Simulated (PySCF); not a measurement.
**`O=C(O)CC(Cl)(Cl)Cl`, C3H3Cl3O2**

Molfile (atoms numbered from 1):
```
C3H3Cl3O2
     RDKit          3D

 11 10  0  0  0  0  0  0  0  0999 V2000
    1.1124   -1.1295    1.0167 O   0  0  0  0  0  0  0  0  0  0  0  0
    1.0749   -0.4489    0.0361 C   0  0  0  0  0  0  0  0  0  0  0  0
    2.1075   -0.2907   -0.7946 O   0  0  0  0  0  0  0  0  0  0  0  0
   -0.1128    0.3598   -0.4675 C   0  0  0  0  0  0  0  0  0  0  0  0
   -1.3414    0.2468    0.4137 C   0  0  0  0  0  0  0  0  0  0  0  0
   -1.0032    0.8394    2.0508 Cl  0  0  0  0  0  0  0  0  0  0  0  0
   -1.9013   -1.4338    0.5054 Cl  0  0  0  0  0  0  0  0  0  0  0  0
   -2.6495    1.2382   -0.2843 Cl  0  0  0  0  0  0  0  0  0  0  0  0
    2.8755   -0.8000   -0.4899 H   0  0  0  0  0  0  0  0  0  0  0  0
   -0.3521    0.0154   -1.4767 H   0  0  0  0  0  0  0  0  0  0  0  0
    0.1954    1.4061   -0.5357 H   0  0  0  0  0  0  0  0  0  0  0  0
  1  2  2  0
  2  3  1  0
  2  4  1  0
  4  5  1  0
  5  6  1  0
  5  7  1  0
  5  8  1  0
  3  9  1  0
  4 10  1  0
  4 11  1  0
M  END
```

Level of theory: PySCF, GIAO PBE/6-31G* magnetisability, non-relativistic, IEF-PCM chloroform. Geometry: GFN2-xTB.

What are the magnetisability and the molar susceptibility?

Isotropic -1388 × 10⁻³⁰ J/T², or -83.6 × 10⁻⁶ cm³/mol; principal values -1542, -1373, -1250 × 10⁻³⁰ J/T², anisotropy 254 × 10⁻³⁰ J/T² (root of half the summed squared differences of the principal values). The susceptibility is in cgs units.

Split it along the inertial axes a, b, c into diamagnetic and paramagnetic parts about the centre of mass, with the quadrupole moment.


```csv
axis,χ (10⁻⁶ cm³/mol),diamagnetic (10⁻⁶ cm³/mol),paramagnetic (10⁻⁶ cm³/mol),summed x² of all electrons (Å²),quadrupole Θ (D Å)
a,-78.7,-762.3,683.6,244.9,+8.78
b,-79.3,-1404.6,1325.3,93.5,-6.20
c,-92.9,-1435.8,1343.0,86.2,-2.58
```
Anisotropies 2χaa − χbb − χcc = +14.8 and 2χbb − χaa − χcc = +12.9 × 10⁻⁶ cm³/mol. Θ is traceless in Buckingham's convention.
